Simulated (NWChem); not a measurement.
System: Ge2H3F3; SMILES [F][Ge]([F])([F])[GeH3]

Results from NWChem. Structure relaxed at the PBE0/def2-SVP level. Ions are spin-unrestricted doublets at the neutral geometry; other ion states weren't tried.

```json
[
 {"level": "B3LYP/def2-SVP", "vertical ionisation energy, ΔSCF (eV)": "?", "−ε(HOMO) (eV)": "?", "ΔSCF minus −ε(HOMO) (eV)": "?"},
 {"level": "PBE/def2-SVP", "vertical ionisation energy, ΔSCF (eV)": "11.18", "−ε(HOMO) (eV)": "8.08", "ΔSCF minus −ε(HOMO) (eV)": "3.10"},
 {"level": "BHandHLYP/def2-SVP", "vertical ionisation energy, ΔSCF (eV)": "14.47", "−ε(HOMO) (eV)": "10.81", "ΔSCF minus −ε(HOMO) (eV)": "3.66"},
 {"level": "CAM-B3LYP/def2-SVP", "vertical ionisation energy, ΔSCF (eV)": "13.29", "−ε(HOMO) (eV)": "10.80", "ΔSCF minus −ε(HOMO) (eV)": "2.49"},
 {"level": "r2SCAN/def2-SVP", "vertical ionisation energy, ΔSCF (eV)": "11.50", "−ε(HOMO) (eV)": "8.54", "ΔSCF minus −ε(HOMO) (eV)": "2.96"}
]
```

Task: Fill in the missing entries.

Result: 
- B3LYP/def2-SVP, vertical ionisation energy, ΔSCF (eV): 11.66
- B3LYP/def2-SVP, −ε(HOMO) (eV): 9.26
- B3LYP/def2-SVP, ΔSCF minus −ε(HOMO) (eV): 2.40
